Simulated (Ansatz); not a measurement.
Z-matrix (Å, degrees):
```
Si
C 1 1.878
Si 1 2.579 2 46.7
C 1 1.878 2 91.7 3 13.4
F 1 1.601 2 114.3 3 131.2
H 1 1.483 2 114.3 3 -104.3
H 2 1.096 1 111.0 3 -110.6
H 2 1.089 1 119.3 3 122.0
F 3 1.602 1 111.6 2 -99.3
H 3 1.483 1 141.3 2 80.7
H 4 1.096 1 111.0 2 97.1
H 4 1.089 1 119.3 2 -135.4
```

Charge 0, multiplicity 1.

(1) List the PBE/def2-TZVPP orbital energies in eV (Ansatz). (Best estimate.)

Results:

(1) Computed: Occupied: -1780.55, -1780.49, -659.83, -659.82, -268.70, -268.70, -138.17, -138.11, -94.97, -94.91, -94.87, -94.87, -94.82, -94.82, -29.52, -29.52, -18.43, -16.66, -13.23, -12.93, -11.47, -11.43, -10.64, -10.63, -10.33, -10.13, -9.94, -9.82, -8.93, -7.84, -7.25, -6.97. Lowest empty: -1.10, -0.26, -0.05, 0.64, 0.95, 1.35, 1.44, 1.69.
